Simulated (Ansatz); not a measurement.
One change: `BC(CF)N=C` becomes `BCN=C`.

Ansatz, PBE0-D4/def2-TZVP geometries, multiplicity 1. Each molecule was computed in one conformer, which needn't be the lowest.

```tsv
property	`BC(CF)N=C`
size of the dipole moment (PBE/def2-TZVPP) / D	2.91
HOMO–LUMO gap (PBE0/def2-TZVPP) / eV	5.98
HOMO–LUMO gap (PBE/def2-TZVPP) / eV	3.43
size of the dipole moment (ωB97M-V/def2-TZVPP) / D	3.18
HOMO energy (ωB97M-V/def2-TZVPP) / eV	-9.95
zero-point energy (PBE0-D4/def2-TZVP) / kJ/mol	261.6
```

Task: What does the change do to each property? (Best estimate.)

Result: Computed: 
| property | `BCN=C` | shift |
| --- | --- | --- |
| size of the dipole moment (PBE/def2-TZVPP) / D | 1.52 | -1.39 |
| HOMO–LUMO gap (PBE0/def2-TZVPP) / eV | 5.97 | -0.01 |
| HOMO–LUMO gap (PBE/def2-TZVPP) / eV | 3.44 | 0.01 |
| size of the dipole moment (ωB97M-V/def2-TZVPP) / D | 1.64 | -1.54 |
| HOMO energy (ωB97M-V/def2-TZVPP) / eV | -9.78 | 0.17 |
| zero-point energy (PBE0-D4/def2-TZVP) / kJ/mol | 204.9 | -56.7 |

The zero-point energy changes by -56.7 kJ/mol with -9 modes. Dipoles are sizes alone; their direction can turn.
